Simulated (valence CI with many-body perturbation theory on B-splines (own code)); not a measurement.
**Assign the levels of Se3+**

Computed by configuration interaction combined with many-body perturbation theory (CI+MBPT): three valence electrons over a frozen Dirac-Fock core [Ar] 3d10, a basis of 11 s, 11 p, 9 d, 7 f, 5 g, 2 h, 1 i functions for each j, with the one-electron correlation potential Σ1, the two-electron term Σ2, the three-electron term Σ3, Breit, model QED; selected CI, second order for the rest, scaled by the run's own slope (own B-spline code, finite nucleus).

Against 16 measured levels this calculation errs by 168 cm⁻¹ on average and by 454 at most. These come from a selection out of Moore, Atomic Energy Levels, vol. II, NSRDS-NBS 35 (1971 reprint of NBS Circular 467, 1952), an old analysis. Levels without a partner in it may be off by more.

| No. | J | Parity | E (eV) | g |
| --- | --- | --- | --- | --- |
| 1 | 1/2 | odd | 0.000 | 0.666 |
| 2 | 3/2 | odd | 0.541 | 1.334 |
| 3 | 1/2 | even | 9.818 | 2.666 |
| 4 | 3/2 | even | 10.035 | 1.734 |
| 5 | 5/2 | even | 10.337 | 1.597 |
| 6 | 3/2 | even | 12.892 | 0.802 |
| 7 | 5/2 | even | 12.954 | 1.204 |
| 8 | 1/2 | even | 15.941 | 1.864 |
| 9 | 1/2 | even | 16.875 | 0.808 |
| 10 | 3/2 | even | 17.153 | 1.331 |
| 11 | 3/2 | even | 18.984 | 0.801 |
| 12 | 5/2 | even | 19.033 | 1.200 |
| 13 | 1/2 | even | 19.497 | 2.002 |
| 14 | 1/2 | odd | 23.534 | 0.666 |

Energies count from the lowest level. Strongly mixed levels and levels close to another of their J and parity are left out, so the numbers can have gaps.

**Question.** Give configuration and LS term of each level.

**Answer.** 1: 4s²4p ²P°; 2: 4s²4p ²P°; 3: 4s4p² ⁴P; 4: 4s4p² ⁴P; 5: 4s4p² ⁴P; 6: 4s4p² ²D; 7: 4s4p² ²D; 8: 4s4p² ²S; 9: 4s4p² ²P; 10: 4s4p² ²P; 11: 4s²4d ²D; 12: 4s²4d ²D; 13: 4s²5s ²S; 14: 4s²5p ²P°.
